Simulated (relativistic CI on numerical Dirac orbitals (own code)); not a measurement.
Method of calculation: Dirac-Coulomb-Breit CI, KLI orbitals optimised for each configuration, model QED (radiative potential, 1s self-energy scaled to tabulated hydrogen-like ionisation energies), unscaled Slater integrals (own radial code, finite nucleus).

The strongest absorption lines from the ground level of an ion, among the configurations computed and to levels below about 127 eV (vacuum wavelength in nm, gf): 9.9477 (0.43), 10.081 (0.061), 11.033 (0.26), 11.189 (0.13), 11.334 (0.23), 11.519 (0.12), 11.669 (0.067), 12.460 (0.053).

Problem. Which ion is it?
A. Se¹⁴⁺
B. Se¹²⁺
C. Ge¹⁰⁺
D. Se¹⁰⁺

Solution. B. Se¹²⁺ has 22 electrons and the ground level 3s2.3p6.3d4 5D_0; the strongest line goes to 3s2.3p5.3d5 5P°_1. The pattern of lines fixes the number of electrons, and along that sequence the line energies rise steadily with the charge (about as its square where n changes within one kind of shell, about linearly where n is kept but much faster in heavy ions where fine structure, which grows about as Z⁴, sets the gap, and irregularly where shells cross), which fixes Z. Configurations outside the model, such as inner-shell arrays, can give stronger lines. At this charge energies of transitions that change n are usually good to better than 1 %, and those within a shell (Δn = 0) to a few per cent. Terms inside the open d or f shell come out 10 to 20 % too wide with unscaled integrals.
